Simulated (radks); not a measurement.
Values are calculated unless marked as measured or tabulated.
Spin polarisation of the 4f11 shell in Ho2+. Start: [Xe] 4f(up 5.5, down 5.5); electrons of 4f are moved from spin down to spin up, other shells keep equal spins. Code: a radial shooting solver on a logarithmic mesh with Libxc functionals. Model: scalar-relativistic Kohn-Sham, PBE, spin-polarised, spherical densities, finite nucleus; Fermi nuclear charge, rms radius of each element as measured or else 0.836 A^(1/3) + 0.57 fm.

moment (Bohr magnetons)  E - E(0) (eV)  e(4f up) (eV)  e(4f down) (eV)  5p down minus up (eV)
0                                0.000        -17.280          -17.280                  0.000
0.75                            -0.105        -17.552          -16.993                  0.229
1.5                             -0.419        -17.809          -16.691                  0.458
2.25                            -0.944        -18.050          -16.374                  0.688
3                               -1.677        -18.275          -16.042                  0.918

At moment 3 the spin-polarisation energy is -1.677 eV and the 4f exchange splitting 2.234 eV, that is 0.745 eV per Bohr magneton; E = -I m^2/4 would give I = 0.745 eV.
